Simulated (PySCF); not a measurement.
Compound: C6H7FN2.
SMILES: `C=CCN1C=C(F)C=N1`

A PySCF run (density fitting, gas phase, GFN2-xTB geometry) gave HOMO -7.05 eV, LUMO -0.19 eV, dipole 2.73 D and E = -441.593 Eh.

Problem. Which of these levels was it?
A. OLYP/IGLO-II
B. PBE0/pcSseg-1
C. PBE0/6-31G*
D. CAM-B3LYP/def2-SVPD

Solution. B. It is PBE0/pcSseg-1. All candidates on this geometry:

| level and settings | kind | basis functions | SCF cycles | E (Eh) | HOMO (eV) | LUMO (eV) | dipole (D) |
| --- | --- | --- | --- | --- | --- | --- | --- |
| OLYP/IGLO-II | GGA | 240 | 16 | -442.1035 | -5.64 | -1.02 | 2.59 |
| PBE0/pcSseg-1 | global hybrid | 188 | 14 | -441.5925 | -7.05 | -0.19 | 2.73 |
| PBE0/6-31G*, start guess sap | global hybrid | 140 | 21 | -441.6314 | -6.70 | 0.25 | 2.61 |
| CAM-B3LYP/def2-SVPD | range-separated hybrid | 239 | 14 | -441.6326 | -8.42 | 0.84 | 2.80 |

The nearest other candidate, by the summed differences of HOMO and LUMO, is PBE0/6-31G*: its HOMO differs by +0.35 eV and its LUMO by +0.44 eV. Cycle counts include a coarse-grid stage where the run had one. All basis functions are spherical, in the Pople sets too.

Shape of the structure used: `[CH2:1]=[CH:2][CH2:3][n:4]1[cH:5][c:6]([F:7])[cH:8][n:9]1`: C1–C2–C3–N4 131°, C2–C3–N4–C5 -71°.
